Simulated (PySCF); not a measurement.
A series of derivatives of N[SiH2][SiH3]

Parent skeleton `[NH2:1][SiH2:2][SiH3:3]`; one hydrogen on atom 2 is replaced by X. Hydrogens on one atom are averaged.

Calculated, not measured (PySCF 2.14): PBE0-D3(BJ)/def2-SVP geometry, shieldings: GIAO PBE0/pcSseg-1. Averaged over atoms made equivalent by symmetry, fast rotation or ring inversion, non-relativistic Hamiltonian, one conformer, no solvent.

δ = σ(ref) − σ, references computed at the same level: 15N (σ = 265.67 ppm) vs NH3; 29Si (σ = 351.99 ppm), 1H (σ = 31.27 ppm) against TMS.

Parent (X = H): N1 -1.5, Si2 -49.4, Si3 -107.6, H(Si2) 4.96, H(Si3) 3.47 ppm. Effects are Δδ = δ(X) − δ(H), positive for deshielding.

Question: Give Δδ (ppm) for X = CONMe2, OCH3, 2-pyridyl.

Answer: 
```tsv
X	SMILES	N1	Si2	Si3	H(Si2)	H(Si3)
CONMe2	CN(C)C(=O)[Si@@H](N)[SiH3]	+25.3	+8.4	+0.3	+0.18	+0.01
OCH3	CO[Si@H](N)[SiH3]	+35.0	+32.5	-2.8	-0.02	-0.17
2-pyridyl	N[Si@H]([SiH3])c1ccccn1	+11.1	+25.2	+1.1	+0.54	+0.09
```

Question: Which position responds most, and to which substituents?

Answer: Si2: from +8.4 ppm with CONMe2 to +32.5 ppm with OCH3.

Experimental scales use liquid or dissolved standards, which lie at an offset from isolated NH3 (liquid NH3: subtract about 20 ppm).
